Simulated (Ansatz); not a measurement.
C₂H₆S, charge +1, doublet, at a GFN2-xTB geometry (a state made from the parent by changing its charge; the spin is typed, not shown lowest); Ansatz (a first-principles code) with PBE/6-31G**.

Ansatz was given this input:
Ansatz 0.2 input:
```yaml
crystal:
  periodic: [false, false, false]
  atoms:
    - {symbol: C, position_ang: [1.28089259, 0.21169350, 0.68335560]}
    - {symbol: S, position_ang: [0.01499802, 0.28322653, -0.56655118]}
    - {symbol: C, position_ang: [-1.30390679, -0.64629964, 0.18600725]}
    - {symbol: H, position_ang: [1.54226619, -0.82365746, 0.90480822]}
    - {symbol: H, position_ang: [2.15771555, 0.74065689, 0.31689816]}
    - {symbol: H, position_ang: [0.93231569, 0.67887698, 1.60539170]}
    - {symbol: H, position_ang: [-0.98486767, -1.67128238, 0.37976291]}
    - {symbol: H, position_ang: [-2.15303809, -0.65232660, -0.49358934]}
    - {symbol: H, position_ang: [-1.59627479, -0.19625504, 1.13537012]}
basis:
  gaussian:
    orbitals: 6-31G__.json
hamiltonian:
  xc: pbe
total_charge: 1
magnetization: {spin_polarized: true, initial_magnetization: 1}
scf: {lower_state_search: full}
```
The basis file holds 6-31G** in the JSON format of the Basis Set Exchange.

**Question.** Write the output that Ansatz gives for this input, abridged.

**Answer.** 
```
Functional definition: PBE
876 factors; their error is unknown
mean field evaluation 1: about -12976.6498 eV, gradient 5.5e1 eV
mean field evaluation 2: about -12955.2889 eV, gradient 7.7e1 eV
mean field evaluation 4: about -12990.6104 eV, gradient 4.1e0 eV
mean field evaluation 8: about -12990.7110 eV, gradient 2.9e-2 eV
mean field evaluation 16: about -12976.5789 eV, gradient 5.5e1 eV
mean field evaluation 32: about -12985.1296 eV, gradient 4.9e0 eV
mean field evaluation 64: about -12990.6534 eV, gradient 1.2e-3 eV
mean field -12990.65339345 eV, -477.3977068283 hartree, gradient 1.9e-5 eV, S^2 0.752579; 3 other end points of the search recorded, 0 dependent functions left out
reference -12990.65341611 eV, -477.3977076610 hartree; 17, 16 occupied and 62, 63 virtual orbitals, 876 factors
Total energy: -12990.65341611 eV, -477.3977076610 hartree
```
